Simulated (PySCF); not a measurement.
C₆H₈N₂.
SMILES: `c1cc(NC)cnc1`

Torsions of this conformer, `[CH3:1][NH:2][c:3]1[cH:4][cH:5][cH:6][n:7][cH:8]1`: C1–N2–C3–C4 14°.

The closed-shell ground state was solved at several levels (PySCF, density fitting, gas phase, non-relativistic). Geometry: PBE0-D3(BJ)/def2-TZVP, one conformer, isolated molecule.

```
           level  basis functions  HOMO (eV)  LUMO (eV)  gap (eV)  dipole (D)
  B97-2/pcSseg-2              400      -5.79      -0.57      5.22        3.56
    KT3/pcSseg-2              400      -5.05      -1.37      3.68        3.51
wB97X-D/pcSseg-2              400      -7.73       1.21      8.94        3.55
```

(1) What might PBE0/pcSseg-2 (400 basis functions) give for the same quantities?

(2) Over all these levels, which gives the widest orbital gap and which the narrowest?

(3) In the pcSseg-2 basis, how does the gap go with the fixed share of exact exchange?

(4) How far do the dipole and the HOMO energy spread over the levels?

Answers

(1) HOMO -6.02 eV, LUMO -0.54 eV, gap 5.48 eV, dipole 3.57 D.

(2) wB97X-D/pcSseg-2 (range-separated hybrid) has the widest, 8.94 eV, and KT3/pcSseg-2 (GGA) the narrowest, 3.68 eV. From the narrowest to the widest the HOMO moves by -2.68 eV and the LUMO by +2.58 eV.

(3) KT3 (0 %) 3.68 eV; B97-2 (21 %) 5.22 eV; PBE0 (25 %) 5.48 eV. Each rise in the share widens the gap here.

(4) The dipole runs from 3.51 to 3.57 D (mean 3.55 D) and the HOMO from -7.73 to -5.05 eV.
